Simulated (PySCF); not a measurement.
Si(Cl)2(Me)(SiH3) (CH6Cl2Si2), SMILES C[Si]([SiH3])(Cl)Cl.

Coordinates come from a TPSSh-D3(BJ)/def2-SVP optimisation.

Calculation: PBE/def2-TZVP (PySCF).

Gas-phase values at a fixed geometry.

Task: Estimate the frontier levels, gap, dipole moment and polarisability. (Estimate from the structure and the level; the computed values follow.)

Result: 
- highest occupied level: -6.91 eV
- lowest empty level: -1.21 eV
- orbital gap: 5.71 eV
- dipole moment: 0.414 e·Å
- quadrupole, principal values (traceless, Buckingham form, about the centre of nuclear charge): -3.32, -0.75, 4.06 D·Å
- mean static polarisability: 93.8 bohr³ (13.90 Å³)
- polarisability, principal values: 87.6, 92.8, 101.1 bohr³
